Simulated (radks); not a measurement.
Values are calculated unless marked as measured or tabulated.
Task: These are the eigenvalues of the occupied orbitals of an atom or ion with whole-number occupations (hartree). Code: a radial shooting solver on a logarithmic mesh with Libxc functionals. Model: Dirac Kohn-Sham, PBE, spin-unpolarised, spherical densities, point nucleus.

1s1/2: -2247.909
2s1/2: -380.6148
2p1/2: -362.9949
2p3/2: -324.5139
3s1/2: -85.78695
3p1/2: -78.02152
3p3/2: -69.85358
3d3/2: -56.65680
3d5/2: -54.87250
4s1/2: -16.87750
4p1/2: -13.73670
4p3/2: -11.88802
4d3/2: -6.72815
4d5/2: -6.39165
5s1/2: -2.01471
5p1/2: -1.16831
5p3/2: -0.94477
6s1/2: -0.14418
4f5/2: -0.13814
4f7/2: -0.08978

Which element is it, and in what charge state? The configuration may be excited. Open shells, if any, are shared by 2j + 1.

Result: Z = 70, ytterbium, charge 0: Yb in [Xe] 4f14 6s2. The list shows which subshells hold electrons but not how many an open one holds; the 1s level, -2247.9 hartree, gives Z - s = 67.1 by -(Z - s)^2/2, which with screening and relativity narrows Z to a few neighbours, and the depths of the outer levels then fix element, charge and occupations together.
